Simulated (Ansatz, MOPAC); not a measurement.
System: C4H11Si, charge 0, multiplicity 2. SMILES: [SiH2]C(C)(C)C

Atoms: C1, C2, C3, C4, Si5, H6, H7, H8, H9, H10, H11, H12, H13, H14, H15, H16. Bonds: C1-C2, C1-H6, C1-H7, C1-H8, C2-C3, C2-C4, C2-Si5, C3-H9, C3-H10, C3-H11, C4-H12, C4-H13, C4-H14, Si5-H15, Si5-H16.

Bond lengths (Å) and angles (degrees) optimised at MNDO with MOPAC; HF/3-21G with Ansatz (a quantum-chemistry and plane-wave program); MP2/6-31G* with Ansatz, each started from the B3LYP-D3(BJ)/def2-TZVP structure (Ansatz) of the last column. A row stands for all coordinates that are equal there; 12 of 21 kinds are shown. 6-31G* holds six Cartesian d functions. No wavenumbers were computed at MNDO, MP2/6-31G*, so these may be saddle points.

```tsv
coordinate	MNDO	HF/3-21G	MP2/6-31G*	B3LYP-D3(BJ)/def2-TZVP
C1-C2	1.543	1.545	1.533	1.535
C1-H6	1.110	1.085	1.095	1.092
C1-H8	1.110	1.087	1.098	1.095
C2-C3	1.543	1.548	1.536	1.539
C2-Si5	1.825	1.936	1.908	1.911
C3-H9	1.110	1.088	1.099	1.096
Si5-H15	1.373	1.494	1.492	1.491
C1-C2-C3	110.5	108.7	109.3	109.6
C1-C2-C4	110.1	109.0	109.7	109.9
C1-C2-Si5	108.5	110.3	109.9	109.8
C3-C2-Si5	108.8	109.7	108.7	108.1
C2-C1-H6	111.5	111.4	111.7	111.7
```

Mean signed difference of all 15 bond lengths from B3LYP-D3(BJ)/def2-TZVP: MNDO -0.010 Å, HF/3-21G 0.000 Å, MP2/6-31G* 0.001 Å.
